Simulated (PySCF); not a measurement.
## ClSe₂⁻: from structure and modes to constants

Method: PySCF, PBE0, basis Cl def2-SVPD, Se def2-SVPD (no relativity, density fitting).

The singlet minimum has C2v symmetry. Masses (u): Cl 34.96885, Se 79.91652.

```xyz
3
charge -1 multiplicity 1, angstrom
Cl    0.0000    0.0000   -0.9359
Se    1.9673    0.0000    0.2050
Se   -1.9673    0.0000    0.2050
```

Harmonic wavenumbers (cm⁻¹): 99.4 (a1, ×1), 287.5 (a1, ×1), 321.6 (b2, ×1).

Task: Find the vibrational entropy and heat capacity at 298.15 K.

Result: With u = 1.43878 ω/T, each mode gives S = R[u/(eᵘ−1) − ln(1−e⁻ᵘ)] and C = R u² eᵘ/(eᵘ−1)².
| ω (cm⁻¹) | u | S (J/(mol K)) | C (J/(mol K)) |
| --- | --- | --- | --- |
| 99.4 | 0.480 | 14.50 | 8.16 |
| 287.5 | 1.387 | 6.23 | 7.10 |
| 321.6 | 1.552 | 5.45 | 6.83 |
The sums over all modes are S = 26.2 and C = 22.1 J/(mol K); the softest mode gives 55 % of the entropy.

Task: Give the standard entropy (298.15 K, 1 bar) by its translational, rotational, vibrational and spin parts, and Cp.

Result: Sackur–Tetrode with M = 194.80 u gives 174.6; rotation with symmetry number 2 gives 111.5; vibration 26.2; spin R ln 1 = 0.0. The total is 312.3 J/(mol K), and Cp = 4 R + 22.1 = 55.3 J/(mol K).

Only a few start shapes were tried, so a lower isomer may exist. The lowest empty level of this anion is unbound, so it and the gap depend on the basis.
